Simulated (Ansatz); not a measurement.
Geometry optimisation, RKS PBE-D4/def2-SVP in Ansatz 0.2.0.

Input:

```yaml
crystal:
  periodic: [false, false, false]
  atoms:
    - { symbol: B, position_ang: [0.060176, -0.164497, -0.024358] }
    - { symbol: Cl, position_ang: [0.019644, -0.802768, 1.69257] }
    - { symbol: "N", position_ang: [1.262463, -0.165245, -0.735203] }
    - { symbol: H, position_ang: [2.143566, -0.452689, -0.313693] }
    - { symbol: H, position_ang: [1.335365, 0.191307, -1.687912] }
    - { symbol: F, position_ang: [-1.095363, 0.210784, -0.582968] }
    - { symbol: H, position_ang: [0.085353, 2.097057, 0.773908] }
    - { symbol: H, position_ang: [0.116896, 1.756252, 1.408955] }
basis:
  gaussian: { orbitals: def2-SVP }
hamiltonian:
  xc: pbe
  dispersion: d4
relax:
  f_tol: 0.03
  max_steps: 50
output:
  orbitals: {}
```

Launched with:

```bash
$ ansatz run input.yaml --threads 2 --pin off --max-ram 3072MiB --backend cpu --events-out ev --progress --plain --runs-dir out
```

Where does it end, and by what steps?

It converged. The force dipped under the threshold on the way, but the program's further checks kept it going. After 35 steps the energy has fallen by 0.192 eV; F6 moved furthest, 1.34 Å.

| step | energy less start (eV) | largest force component (eV/Å) | accepted |
| --- | --- | --- | --- |
| 0 | 0.0000 | 1.600 | yes |
| 2 | -0.1625 | 0.334 | yes |
| 4 | -0.1757 | 0.075 | yes |
| 6 | -0.1781 | 0.097 | yes |
| 8 | -0.1797 | 0.078 | yes |
| 10 | -0.1811 | 0.039 | yes |
| 12 | -0.1807 | 0.320 | no |
| 14 | -0.1834 | 0.023 | yes |
| 16 | -0.1844 | 0.139 | yes |
| 18 | -0.1855 | 0.089 | yes |
| 20 | -0.1863 | 0.136 | yes |
| 22 | -0.1873 | 0.048 | yes |
| 24 | -0.1873 | 0.036 | yes |
| 26 | -0.1878 | 0.149 | yes |
| 28 | -0.1890 | 0.006 | yes |
| 30 | -0.1896 | 0.157 | no |
| 32 | -0.1903 | 0.128 | yes |
| 34 | -0.1914 | 0.088 | yes |
| 35 | -0.1919 | 0.012 | yes |

```xyz
8
Properties=species:S:1:pos:R:3
B -0.070 -0.614 -0.256
Cl -0.361 -0.716 1.500
N 1.134 -0.106 -0.755
H 1.884 0.232 -0.155
H 1.314 -0.032 -1.757
F -1.037 -1.032 -1.084
H 0.670 2.827 1.484
H 0.393 2.112 1.554
```

The run took 47 s on 2 threads of Arm Neoverse V1 (shared host), peak memory 0.14 GiB.
